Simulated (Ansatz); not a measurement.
Born–Oppenheimer molecular dynamics of C3H9NSn (14 atoms, charge 0, multiplicity 1). It starts at the highest image of a converged band. Of that band: Neighbouring images differ by up to 1.7 eV, so the band resolves the path poorly. A vibrational analysis at the climbing image gives one clearly imaginary mode, 1018i cm⁻¹: a first-order saddle point.

Level of theory: RKS PBE/def2-SVP in Ansatz 0.2.0.

- ensemble: NVE (velocity Verlet)
- time step: 0.5 fs
- steps asked: 200
- starting velocities drawn for: 100 K
- seed: 12581

First frame:

```xyz
14
Properties=species:S:1:pos:R:3
C -1.186 0.604 1.710
C -0.468 0.348 0.579
C -0.400 1.331 -0.562
N 0.246 -0.834 0.392
Sn 1.650 -1.611 -1.214
H -1.234 -0.120 2.538
H -1.757 1.537 1.813
H 0.650 1.637 -0.766
H -0.789 0.882 -1.500
H -0.986 2.242 -0.341
H 0.130 -1.499 1.167
H 0.903 -3.140 -1.655
H 1.302 -0.524 -2.537
H 1.928 -0.882 0.405
```

How far do the bonds stretch over the last three quarters of this one trajectory? (Pairs bonded in most of those frames.)


```
   bond  mean (Å)  spread (Å)  shortest  longest
  C1–C2     1.364       0.010      1.34     1.39
  C1–H6     1.103       0.011      1.08     1.12
  C1–H7     1.100       0.019      1.07     1.13
  C2–C3     1.511       0.022      1.47     1.55
  C2–N4     1.396       0.030      1.35     1.45
  C3–H8     1.113       0.010      1.10     1.13
  C3–H9     1.112       0.008      1.10     1.13
 C3–H10     1.106       0.015      1.08     1.13
 N4–Sn5     2.077       0.039      2.03     2.21
 N4–H11     1.026       0.012      1.01     1.05
Sn5–H12     1.752       0.026      1.71     1.79
Sn5–H13     1.746       0.031      1.69     1.82
Sn5–H14     1.800       0.085      1.68     1.98
```

Mean temperature of the second half: 548 K. The conserved energy stayed within 0.069 meV per atom of its start (net change -0.019 meV per atom), so the integration is sound. The kinetic energy rose, since the run started high on the potential surface and went downhill. A run of 0.1 ps of so small a system gives no equilibrium averages. The orbitals stay closed-shell, which can raise the energy where a bond breaks towards radicals; this wasn't checked here.

The run took 4.6 min on 2 threads of Intel(R) Xeon(R) 6975P-C (Granite Rapids) (shared host), peak memory 0.2 GiB.
